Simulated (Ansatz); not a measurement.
The cluster Ag₄⁺. The state is a doublet with charge 1. Geometry PBE0-D4/def2-SVP; atoms count from 1.

```tsv
atom	x (Å)	y (Å)	z (Å)
Ag1	1.550	-0.120	0.818
Ag2	-0.162	-0.935	-1.479
Ag3	-0.382	1.570	-0.680
Ag4	-1.006	-0.515	1.341
```

In the def2 sets Ag takes a core potential; there is no spin–orbit coupling. No other spin state of charge 1 was run. Another isomer (doublet) lies 0.28 eV lower at PBE0-D4/def2-TZVP; other spin states weren't run for this one.

Question: Estimate the Mulliken populations from the PBE0/def2-TZVP orbitals of Ansatz.

Answer: 
```csv
atom,charge (e),spin (α − β),d electrons
Ag1,0.25,0.25,9.92
Ag2,0.25,0.25,9.92
Ag3,0.25,0.25,9.92
Ag4,0.25,0.25,9.92
```
Mulliken values and Mayer orders depend strongly on the basis.

Question: Where does the spin sit?

Answer: Summed by element: Ag 1.00, of 1 unpaired in all. Largest on single atoms: Ag2 0.25, Ag1 0.25, Ag4 0.25.

Question: And the Mayer bond orders between bonded heavy atoms (over 0.3)?

Answer: Ag1–Ag4 0.64 (2.64 Å); Ag2–Ag3 0.64 (2.64 Å).
